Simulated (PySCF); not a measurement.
CH7ClGeN2, singlet, at a GFN2-xTB geometry, atoms displaced at random by about 0.03 Å a coordinate; PBE0/STO-3G, gradient in PySCF.

The PySCF input:
```python
from pyscf import gto, scf, dft

mol = gto.Mole()
mol.atom = '''
    C     1.76977234    0.16487823    1.14892149
    Ge    0.02295728    0.19016290    0.17026724
    N    -1.34413649   -0.12091043    1.37833235
    N    -0.06840764    1.74766020   -0.80581043
    Cl   -0.20130798   -1.33147666   -1.21514369
    H     1.90117408   -0.76611147    1.62189931
    H     1.82945877    0.97692772    1.78484980
    H     2.57787634    0.19162828    0.35930179
    H    -2.25309026   -0.37372900    1.06743823
    H    -1.43352096    0.51185919    2.16870691
    H    -0.86714263    1.79745638   -1.52207398
    H    -0.08506064    2.57355245   -0.30914152
'''
mol.basis = 'sto-3g'
mol.verbose = 3
mol.build()

mf = dft.RKS(mol)
mf.xc = 'pbe0'
mf.kernel()
g = mf.nuc_grad_method()
g.grid_response = True
grad = g.kernel()
```

Q: Write the output that PySCF gives for this input, abridged.

A: 
```
converged SCF energy = -2657.69396010201
--------------- RKS gradients ---------------
         x                y                z
0 C     0.0235354014     0.0213904514     0.1049233875
1 Ge     0.0096793646    -0.0500305796    -0.0518143819
2 N    -0.0766374626    -0.0052821256     0.0240908046
3 N     0.0188485013     0.1076331394     0.0531793435
4 Cl     0.0014477716     0.0219452438     0.0206705533
5 H    -0.0007011480     0.0282441979    -0.0265850827
6 H    -0.0087009011    -0.0413136853    -0.0375510380
7 H     0.0167996017    -0.0084954876    -0.0208511433
8 H     0.0394056280     0.0104251515     0.0192688220
9 H    -0.0006897415    -0.0116399030    -0.0137146227
10 H    -0.0232444245     0.0033811234    -0.0226481584
11 H     0.0002574092    -0.0762575263    -0.0489684840
----------------------------------------------
```
